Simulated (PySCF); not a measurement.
Geometry (Å), atoms numbered from 1 in this order:
```xyz
9

N     2.0685    0.1707   -0.2738
C     1.0497    0.1613    0.4892
Si   -0.6487   -0.5719    0.0639
S    -2.2041    0.8899    0.2932
H     1.8576   -0.2921   -1.1687
H     1.1673    0.6432    1.4793
H    -0.5429   -1.0904   -1.3363
H    -1.0265   -1.6668    1.0030
H    -1.6690    1.7558   -0.5962
```

Method: NMR shieldings at PBE0/pcSseg-1/GIAO, geometry from PBE0-D3(BJ)/def2-SVP, in PySCF 2.14 (non-relativistic Hamiltonian, isolated molecule, a single conformation, rapidly exchanging positions averaged).

Shifts are taken against calculated references (same method and geometry level): TMS for ¹³C and ¹H and ²⁹Si; ¹⁵N vs NH3; CS2 for ³³S.

| atoms | nucleus | count | δ (ppm) |
| --- | --- | --- | --- |
| H7/H8 | ¹H | 2 | 4.68 |
| H6 | ¹H | 1 | 8.99 |
| C2 | ¹³C | 1 | 193.2 |
| H9 | ¹H | 1 | 0.38 |
| S4 | ³³S | 1 | ? |
| Si3 | ²⁹Si | 1 | -31.6 |
| H5 | ¹H | 1 | ? |
| N1 | ¹⁵N | 1 | 454.0 |

**Question.** Estimate the values marked ?.

**Answer.** 
- H5: 12.62 ppm, hydrogen on an imine nitrogen; exchangeable, gas-phase position
- S4: -250 ppm, sulfur bonded to Si, H

Exchangeable OH/NH protons stand at their gas-phase positions; hydrogen bonding in a real sample shifts them, mostly to higher δ. Shifts are as computed. Against solution values, carbons near 30 ppm lie about +2 ppm off and those near 130 ppm about +5 ppm. Of 1211 compounds with measured shifts, 218 miss one by over three times the rms of a fit or turn the order of signals round; such compounds aren't used in these exercises. Experimental scales use liquid or dissolved standards, which lie at an offset from isolated NH3 (liquid NH3: subtract about 20 ppm). Unscaled 15N shifts of sp2 nitrogen come out 20 to 40 ppm too high even then.
